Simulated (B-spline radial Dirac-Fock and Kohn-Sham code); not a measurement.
**Auger decay of the 3d5/2 hole in Nd³⁺**

System: Nd³⁺ in the configuration [Xe] 4f3, inside a Watson sphere of charge -3 and radius 2.4 Å (a model of the Madelung potential; inside it an electron's potential energy is raised by 18.0 eV).

The computed values come from a radial atomic solver: independent-particle rates on relativistic LDA orbitals of the hole state (multipoles up to L = 3, Coulomb Auger matrix elements, transition energies from Dirac-Fock). Kinetic energies are configuration averages from the vacuum level; the two-hole energies are estimated from single-hole states.

```csv
transition,kinetic energy (eV),width (meV),share (%)
M5-N2N3,440.6,11.8,1.4
M5-N3N3,463.1,9.02,1.1
M5-N1N4,486.4,7.75,0.9
M5-N1N5,490.4,81.9,9.7
M5-N2N5,557.5,79.7,9.4
M5-N3N4,576.7,7.27,0.9
M5-N3N5,582.2,130,15.4
M5-N4N5,693.8,169,20.0
M5-N5N5,698.1,195,23.1
M5-N5O1,785.2,13.3,1.6
M5-N5O2,807.5,12.4,1.5
M5-N5O3,811.5,20.6,2.4
M5-N4N7,816.5,11.3,1.3
M5-N5N6,820.1,20.6,2.4
M5-N5N7,821.1,30.9,3.7
M5-N6N7,941.9,5.54,0.7
```

The listed channels hold 96 % of the non-radiative rate. Summed by principal shells, of 0.843 eV in all: MNN 93.3 %, MNO 6.7 %.
